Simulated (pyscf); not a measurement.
Structures and frequencies: ωB97X-D3(BJ)/def2-SVP in PySCF.

What is the homolytic dissociation enthalpy (298 K, ωB97M-D3(BJ)/def2-TZVP) of the As–Ge bond of `[AsH2][GeH2][AsH2]`, to AsH₂• + •H₂Ge–AsH₂?

As–Ge to AsH₂• + •H₂Ge–AsH₂: 238.5 kJ/mol. The 7 functionals that were run give +222.0 (M06-2X) to +272.7 kJ/mol (ωB97X-D3(BJ)). •H₂Ge–AsH₂ lies 32.5 kJ/mol over its isomer H₃Ge–AsH• (electronic energy, ωB97M-D3(BJ)). Elements up to Kr have no core potential and no relativistic terms here.
